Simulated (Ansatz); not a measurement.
Nudged elastic band run: C2H5NSi

input.yaml

```yaml
crystal:
  periodic: [false, false, false]
  atoms:
    - { symbol: C, position_ang: [-0.357575, 1.566917, -0.655541] }
    - { symbol: Si, position_ang: [-0.38907, 0.086527, -1.637165] }
    - { symbol: C, position_ang: [0.404314, -1.027594, -0.291926] }
    - { symbol: "N", position_ang: [0.019548, -1.031252, 0.968192] }
    - { symbol: H, position_ang: [-0.75778, 2.504772, -1.064072] }
    - { symbol: H, position_ang: [0.231547, 1.729558, 0.259452] }
    - { symbol: H, position_ang: [1.109164, -1.842844, -0.523088] }
    - { symbol: H, position_ang: [0.362268, -1.68767, 1.667509] }
    - { symbol: H, position_ang: [-0.622405, -0.298404, 1.27664] }
basis:
  gaussian: { orbitals: def2-SVP }
hamiltonian:
  xc: b3lyp
neb:
  order_check: false
  images: 5
  f_tol: 0.05
  max_iterations: 60
  initial_path: idpp
  final_atoms:
    - { symbol: C, position_ang: [-0.35816955, 1.56624167, -0.655933] }
    - { symbol: Si, position_ang: [-0.39116675, 0.08565174, -1.63765651] }
    - { symbol: C, position_ang: [0.40398332, -1.0269796, -0.29196936] }
    - { symbol: "N", position_ang: [0.0194475, -1.03110829, 0.96830718] }
    - { symbol: H, position_ang: [-0.75594037, 2.50523876, -1.06413535] }
    - { symbol: H, position_ang: [0.23007577, 1.72692473, 0.25974153] }
    - { symbol: H, position_ang: [1.11113021, -1.84026032, -0.52270882] }
    - { symbol: H, position_ang: [-0.62475473, -0.3001329, 1.27645523] }
    - { symbol: H, position_ang: [0.36540559, -1.68556579, 1.6679001] }
```

Launched with:

```bash
$ ansatz run input.yaml --threads 1 --pin off --max-ram 2048MiB --backend cpu --events-out ev --progress --plain --runs-dir out
```

Output, in part (warnings, iteration lines):

```
NEB end point (image 0): max|allowed force component| = 2.304e-3 eV/Å (the criterion of neb.relax_end_points is 1.000e-2)
NEB end point (image 6): max|allowed force component| = 8.125e-3 eV/Å (the criterion of neb.relax_end_points is 1.000e-2)
NEB iter   1: max|band force component| = 4.658e0 eV/Å  barrier→ = 2.2353 eV  barrier← = 2.2353 eV  Δτ_max = 0.1989 Å  (204 SCF iters)
NEB iter   2: max|band force component| = 1.697e0 eV/Å  barrier→ = 1.9123 eV  barrier← = 1.9123 eV  Δτ_max = 0.2000 Å  (173 SCF iters)
NEB iter   3: max|band force component| = 1.153e0 eV/Å  barrier→ = 1.4218 eV  barrier← = 1.4218 eV  Δτ_max = 0.1750 Å  (164 SCF iters)
NEB iter   4: max|band force component| = 1.030e0 eV/Å  barrier→ = 1.2662 eV  barrier← = 1.2662 eV  Δτ_max = 0.1990 Å  (156 SCF iters)
NEB iter   5: max|band force component| = 9.905e-1 eV/Å  barrier→ = 1.1750 eV  barrier← = 1.1750 eV  Δτ_max = 0.1986 Å  (161 SCF iters)
NEB iter   6: max|band force component| = 5.803e-1 eV/Å  barrier→ = 1.0586 eV  barrier← = 1.0586 eV  Δτ_max = 0.1556 Å  (159 SCF iters)
NEB iter   7: max|band force component| = 5.786e-1 eV/Å  barrier→ = 1.0074 eV  barrier← = 1.0074 eV  Δτ_max = 0.1985 Å  (155 SCF iters)
NEB iter   8: max|band force component| = 3.941e-1 eV/Å  barrier→ = 0.9988 eV  barrier← = 0.9988 eV  CI = image 3  Δτ_max = 0.1982 Å  (157 SCF iters)
NEB iter   9: max|band force component| = 3.954e-1 eV/Å  barrier→ = 1.0635 eV  barrier← = 1.0635 eV  CI = image 3  Δτ_max = 0.1000 Å  (160 SCF iters)
NEB iter  10: max|band force component| = 2.997e-1 eV/Å  barrier→ = 1.0649 eV  barrier← = 1.0649 eV  CI = image 3  Δτ_max = 0.1000 Å  (153 SCF iters)
NEB iter  11: max|band force component| = 2.707e-1 eV/Å  barrier→ = 1.0564 eV  barrier← = 1.0564 eV  CI = image 3  Δτ_max = 0.0710 Å  (153 SCF iters)
NEB iter  12: max|band force component| = 2.115e-1 eV/Å  barrier→ = 1.0390 eV  barrier← = 1.0389 eV  CI = image 3  Δτ_max = 0.0631 Å  (148 SCF iters)
NEB iter  13: max|band force component| = 2.421e-1 eV/Å  barrier→ = 1.0232 eV  barrier← = 1.0232 eV  CI = image 3  Δτ_max = 0.0621 Å  (148 SCF iters)
NEB iter  14: max|band force component| = 2.271e-1 eV/Å  barrier→ = 1.0090 eV  barrier← = 1.0090 eV  CI = image 3  Δτ_max = 0.1000 Å  (145 SCF iters)
NEB iter  15: max|band force component| = 2.556e-1 eV/Å  barrier→ = 1.0063 eV  barrier← = 1.0063 eV  CI = image 3  Δτ_max = 0.0499 Å  (149 SCF iters)
NEB iter  16: max|band force component| = 2.596e-1 eV/Å  barrier→ = 0.9936 eV  barrier← = 0.9936 eV  CI = image 3  Δτ_max = 0.0997 Å  (145 SCF iters)
NEB iter  17: max|band force component| = 2.765e-1 eV/Å  barrier→ = 0.9669 eV  barrier← = 0.9669 eV  CI = image 3  Δτ_max = 0.0919 Å  (137 SCF iters)
NEB iter  18: max|band force component| = 2.970e-1 eV/Å  barrier→ = 0.9483 eV  barrier← = 0.9483 eV  CI = image 3  Δτ_max = 0.0996 Å  (150 SCF iters)
NEB iter  19: max|band force component| = 2.227e-1 eV/Å  barrier→ = 0.9786 eV  barrier← = 0.9786 eV  CI = image 3  Δτ_max = 0.1001 Å  (148 SCF iters)
NEB iter  20: max|band force component| = 3.250e-1 eV/Å  barrier→ = 1.0008 eV  barrier← = 1.0008 eV  CI = image 3  Δτ_max = 0.0499 Å  (155 SCF iters)
NEB iter  21: max|band force component| = 3.330e-1 eV/Å  barrier→ = 1.0158 eV  barrier← = 1.0158 eV  CI = image 3  Δτ_max = 0.0994 Å  (144 SCF iters)
NEB iter  22: max|band force component| = 2.886e-1 eV/Å  barrier→ = 1.0395 eV  barrier← = 1.0394 eV  CI = image 3  Δτ_max = 0.0789 Å  (153 SCF iters)
NEB iter  23: max|band force component| = 3.822e-1 eV/Å  barrier→ = 1.0405 eV  barrier← = 1.0405 eV  CI = image 3  Δτ_max = 0.0394 Å  (151 SCF iters)
NEB iter  24: max|band force component| = 3.613e-1 eV/Å  barrier→ = 1.0358 eV  barrier← = 1.0358 eV  CI = image 3  Δτ_max = 0.0395 Å  (138 SCF iters)
NEB iter  25: max|band force component| = 3.599e-1 eV/Å  barrier→ = 1.0340 eV  barrier← = 1.0340 eV  CI = image 3  Δτ_max = 0.0728 Å  (136 SCF iters)
NEB iter  26: max|band force component| = 2.843e-1 eV/Å  barrier→ = 1.0279 eV  barrier← = 1.0279 eV  CI = image 3  Δτ_max = 0.0788 Å  (154 SCF iters)
NEB iter  27: max|band force component| = 2.077e-1 eV/Å  barrier→ = 1.0126 eV  barrier← = 1.0126 eV  CI = image 3  Δτ_max = 0.0396 Å  (151 SCF iters)
NEB iter  28: max|band force component| = 1.754e-1 eV/Å  barrier→ = 1.0117 eV  barrier← = 1.0117 eV  CI = image 3  Δτ_max = 0.0793 Å  (135 SCF iters)
NEB iter  29: max|band force component| = 2.467e-1 eV/Å  barrier→ = 0.9824 eV  barrier← = 0.9824 eV  CI = image 3  Δτ_max = 0.0394 Å  (149 SCF iters)
NEB iter  30: max|band force component| = 2.638e-1 eV/Å  barrier→ = 0.9699 eV  barrier← = 0.9699 eV  CI = image 3  Δτ_max = 0.0787 Å  (128 SCF iters)
NEB iter  31: max|band force component| = 2.886e-1 eV/Å  barrier→ = 0.9549 eV  barrier← = 0.9548 eV  CI = image 3  Δτ_max = 0.0782 Å  (148 SCF iters)
NEB iter  32: max|band force component| = 2.786e-1 eV/Å  barrier→ = 0.9582 eV  barrier← = 0.9582 eV  CI = image 3  Δτ_max = 0.0395 Å  (141 SCF iters)
NEB iter  33: max|band force component| = 2.916e-1 eV/Å  barrier→ = 0.9633 eV  barrier← = 0.9633 eV  CI = image 3  Δτ_max = 0.0395 Å  (139 SCF iters)
NEB iter  34: max|band force component| = 3.236e-1 eV/Å  barrier→ = 0.9743 eV  barrier← = 0.9743 eV  CI = image 3  Δτ_max = 0.0789 Å  (141 SCF iters)
NEB iter  35: max|band force component| = 3.651e-1 eV/Å  barrier→ = 0.9944 eV  barrier← = 0.9944 eV  CI = image 3  Δτ_max = 0.0788 Å  (154 SCF iters)
NEB iter  36: max|band force component| = 2.556e-1 eV/Å  barrier→ = 1.0092 eV  barrier← = 1.0092 eV  CI = image 3  Δτ_max = 0.1570 Å  (149 SCF iters)
NEB iter  37: max|band force component| = 1.971e-1 eV/Å  barrier→ = 1.0229 eV  barrier← = 1.0229 eV  CI = image 3  Δτ_max = 0.0785 Å  (152 SCF iters)
NEB iter  38: max|band force component| = 1.096e-1 eV/Å  barrier→ = 1.0124 eV  barrier← = 1.0124 eV  CI = image 3  Δτ_max = 0.0509 Å  (147 SCF iters)
NEB iter  39: max|band force component| = 1.330e-1 eV/Å  barrier→ = 1.0105 eV  barrier← = 1.0105 eV  CI = image 3  Δτ_max = 0.0255 Å  (141 SCF iters)
NEB iter  40: max|band force component| = 9.995e-2 eV/Å  barrier→ = 1.0092 eV  barrier← = 1.0092 eV  CI = image 3  Δτ_max = 0.0488 Å  (138 SCF iters)
NEB iter  41: max|band force component| = 1.307e-1 eV/Å  barrier→ = 1.0038 eV  barrier← = 1.0038 eV  CI = image 3  Δτ_max = 0.0245 Å  (135 SCF iters)
NEB iter  42: max|band force component| = 1.644e-1 eV/Å  barrier→ = 1.0014 eV  barrier← = 1.0014 eV  CI = image 3  Δτ_max = 0.0244 Å  (136 SCF iters)
NEB iter  43: max|band force component| = 1.867e-1 eV/Å  barrier→ = 0.9965 eV  barrier← = 0.9965 eV  CI = image 3  Δτ_max = 0.0487 Å  (136 SCF iters)
NEB iter  44: max|band force component| = 2.242e-1 eV/Å  barrier→ = 0.9831 eV  barrier← = 0.9831 eV  CI = image 3  Δτ_max = 0.0961 Å  (145 SCF iters)
NEB iter  45: max|band force component| = 2.290e-1 eV/Å  barrier→ = 0.9942 eV  barrier← = 0.9942 eV  CI = image 3  Δτ_max = 0.0974 Å  (145 SCF iters)
NEB iter  46: max|band force component| = 2.934e-1 eV/Å  barrier→ = 0.9651 eV  barrier← = 0.9651 eV  CI = image 3  Δτ_max = 0.1883 Å  (144 SCF iters)
NEB iter  47: max|band force component| = 7.714e-1 eV/Å  barrier→ = 1.0508 eV  barrier← = 1.0508 eV  CI = image 3  Δτ_max = 0.0975 Å  (156 SCF iters)
NEB iter  48: max|band force component| = 6.537e-1 eV/Å  barrier→ = 1.0631 eV  barrier← = 1.0631 eV  CI = image 3  Δτ_max = 0.1939 Å  (153 SCF iters)
NEB iter  49: max|band force component| = 3.332e-1 eV/Å  barrier→ = 1.0698 eV  barrier← = 1.0698 eV  CI = image 3  Δτ_max = 0.1979 Å  (157 SCF iters)
NEB iter  50: max|band force component| = 4.523e-1 eV/Å  barrier→ = 1.0966 eV  barrier← = 1.0966 eV  CI = image 3  Δτ_max = 0.0994 Å  (152 SCF iters)
NEB iter  51: max|band force component| = 6.005e-1 eV/Å  barrier→ = 1.0956 eV  barrier← = 1.0956 eV  CI = image 3  Δτ_max = 0.0506 Å  (157 SCF iters)
NEB iter  52: max|band force component| = 5.299e-1 eV/Å  barrier→ = 1.0717 eV  barrier← = 1.0717 eV  CI = image 3  Δτ_max = 0.0505 Å  (143 SCF iters)
NEB iter  53: max|band force component| = 4.464e-1 eV/Å  barrier→ = 1.0542 eV  barrier← = 1.0542 eV  CI = image 3  Δτ_max = 0.1017 Å  (151 SCF iters)
NEB iter  54: max|band force component| = 2.880e-1 eV/Å  barrier→ = 1.0167 eV  barrier← = 1.0167 eV  CI = image 3  Δτ_max = 0.1953 Å  (155 SCF iters)
NEB iter  55: max|band force component| = 1.145e0 eV/Å  barrier→ = 1.0057 eV  barrier← = 1.0057 eV  CI = image 3  Δτ_max = 0.0997 Å  (152 SCF iters)
NEB iter  56: max|band force component| = 1.057e0 eV/Å  barrier→ = 1.0080 eV  barrier← = 1.0080 eV  CI = image 3  Δτ_max = 0.1001 Å  (149 SCF iters)
NEB iter  57: max|band force component| = 8.519e-1 eV/Å  barrier→ = 1.0048 eV  barrier← = 1.0048 eV  CI = image 3  Δτ_max = 0.0978 Å  (152 SCF iters)
NEB iter  58: max|band force component| = 5.918e-1 eV/Å  barrier→ = 1.0022 eV  barrier← = 1.0022 eV  CI = image 3  Δτ_max = 0.1896 Å  (138 SCF iters)
NEB iter  59: max|band force component| = 2.956e-1 eV/Å  barrier→ = 1.0018 eV  barrier← = 1.0018 eV  CI = image 3  Δτ_max = 0.1669 Å  (143 SCF iters)
NEB iter  60: max|band force component| = 4.525e-1 eV/Å  barrier→ = 1.0013 eV  barrier← = 1.0012 eV  CI = image 3  Δτ_max = 0.0531 Å  (145 SCF iters)
Error: NEB band did not converge after 60 iterations: max|band force component| = 4.52e-1 eV/Å (threshold 5.0e-2); raise `neb.max_iterations` in a new run, which can start from the last band evaluated (`neb.initial_path`, with `crystal.atoms` and `neb.final_atoms` set to its first and last images), …
```

It did not converge within its limit. The band didn't meet its force threshold, so its energies are provisional: the largest band force was still 0.45 eV/Å, and over the last iterations the top stayed at 1.00 eV. Neighbouring images lie up to 1.8 Å apart, so the band is torn or far too coarse.

Final band (atoms are numbered from 1 in the order of the input):

```tsv
image	path coordinate (Å)	energy (eV)	dihedral Si2–C3–N4–H8 (°)
0	0.00	0.00	173
1	1.24	0.09	149
2	2.48	0.51	103
3	3.72	1.00	62
4	5.56	0.26	36
5	7.39	0.19	-27
6	9.23	0.00	-10
```

Time of the run: 11 min on 1 thread of Arm Neoverse V2, on a shared host, peak memory 0.16 GiB.
